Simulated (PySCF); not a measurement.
Calculation: PySCF with B3LYP-D3(BJ)/def2-TZVP // PBE-D3(BJ)/def2-SVP. Gas-phase values, no solvent. One relaxed conformer stands for a flexible species; it need not be the lowest. B3LYP has the VWN-RPA correlation part, as in Gaussian. 

Reference species: [Zn(H)(SH)] (neutral, multiplicity 1).

- LUMO = -1.03 eV
- coordination number = 2

Changed species: [Zn(H)2] (0 of 2 H replaced by SH; the reference has 1 of 2 H replaced by SH).

Predict the effect on the LUMO and coordination number.

the LUMO increases by 0.07 eV, to -0.96 eV; the coordination number hardly moves.
